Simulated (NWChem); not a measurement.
System: C5H5F; SMILES F/C=C/CC#C

The following NWChem deck was run.

```
start job
memory heap 200 mb stack 900 mb global 1100 mb
geometry units angstroms noautoz
  C      0.786719    -2.874366    -0.069625
  C      0.033403    -1.931437    -0.040729
  C     -0.874586    -0.779147     0.009882
  C     -0.179560     0.497026     0.428666
  C     -0.166426     1.583613    -0.332897
  F      0.441730     2.722901     0.050109
  H      1.456176    -3.703436    -0.099428
  H     -1.350287    -0.640853    -0.970624
  H     -1.691122    -1.001771     0.713318
  H      0.325724     0.512189     1.390654
  H     -0.627922     1.672999    -1.313075
end
basis spherical
  * library 6-31g*
end
dft
  xc pbe0
  iterations 150
  vectors input atomic output neutral.movecs
end
task dft energy
charge 1
dft
  odft
  mult 2
  vectors input atomic output cation.movecs
end
task dft energy
```

Coordinates come from a B3LYP/6-31G* (spherical d) optimisation.

Ions are spin-unrestricted doublets at the neutral geometry; other ion states weren't tried.

### Question
What results follow from this input? (PBE0/6-31G* (spherical d), vertical spin-unrestricted ions.) Quantities: vertical ionisation energy, ΔSCF (eV); −ε(HOMO) (eV).

### Answer
```json
{
  "vertical ionisation energy, ΔSCF (eV)": "9.32",
  "−ε(HOMO) (eV)": "7.18"
}
```
